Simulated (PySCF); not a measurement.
SnHI3, SMILES [I][SnH]([I])[I].

The structure is a stationary point at PBE-D3(BJ)/def2-SVP. The structure was generated by enumeration; whether it is a known compound was not checked. The def2 effective core potentials stand for the cores of I, Sn; spin–orbit coupling is left out.

The numbers are results of PySCF with PBE-D3(BJ)/def2-SVP, not measurements.

Frequencies are harmonic and unscaled.

Modes within 1.5 cm⁻¹ of each other (mostly degenerate sets) share a row, with their intensities summed.

Task: List the normal modes with their intensities. (An estimate is asked for; the answer gives what the named calculation found.)

Result: 
```csv
mode,ν (cm⁻¹),IR (km/mol),moving atoms (share of kinetic energy)
1–2,49,0.6,"I 88 %, Sn 12 %"
3,69,0.9,"I 56 %, Sn 43 %"
4,171,2.6,"I 68 %, Sn 32 %"
5–6,211,65.4,"Sn 59 %, I 40 %"
7–8,511,183.8,H 99 %
9,1841,82.1,H 99 %
```
